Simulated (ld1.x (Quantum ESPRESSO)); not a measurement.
# Au (Z = 79): excitation energies, all-electron against PAW

Au (Z = 79), PAW, made with ld1.x (Quantum ESPRESSO) 7.5 (PBE, non-relativistic). Core [Kr] 4d10 4f14, reference 5s2 5p6 5d9 6s0 6p0 (charge +2). Waves: 5s (bound): rcut 1.70, rcutus 2.05 bohr; 6s (bound, empty): rcut 1.70, rcutus 2.05 bohr; 5p (bound): rcut 1.45, rcutus 1.85 bohr; 6p (bound, empty): rcut 1.45, rcutus 1.85 bohr; 5d (bound): rcut 1.50, rcutus 1.60 bohr; 5d channel at 0.45 Ry: rcut 1.50, rcutus 1.60 bohr. Local part: all-electron potential smoothed inside 1.80 bohr (lloc = -2). Core correction: Bessel-smoothed model core inside 1.45 bohr. Augmentation charge: PSQ, inside the norm-conserving radii.

Energies are relative to the spin-unpolarised reference configuration 5s2 5p6 5d9 6s0 6p0; without spin polarisation the order of configurations can differ from experiment. Not all tests gave a result: test run stopped at test 5 of 7 (negative rho).

Problem. Give the all-electron excitation energy and the error of the potential for: 5s2 5p6 5d10 6s1 6p0; 5s2 5p6 5d10 6s0 6p0; 5s2 5p6 5d8 6s0 6p0; 5s2 5p6 5d9 6s1 6p1.

Solution.

```
valence configuration  charge  ΔE all-electron (eV)  error AE − PS (meV)
 5s2 5p6 5d10 6s1 6p0       0               -29.141                 -1.8
 5s2 5p6 5d10 6s0 6p0      +1               -21.857                 -0.7
  5s2 5p6 5d8 6s0 6p0      +3                34.788                 -2.2
  5s2 5p6 5d9 6s1 6p1       0               -20.257                 -0.3
```
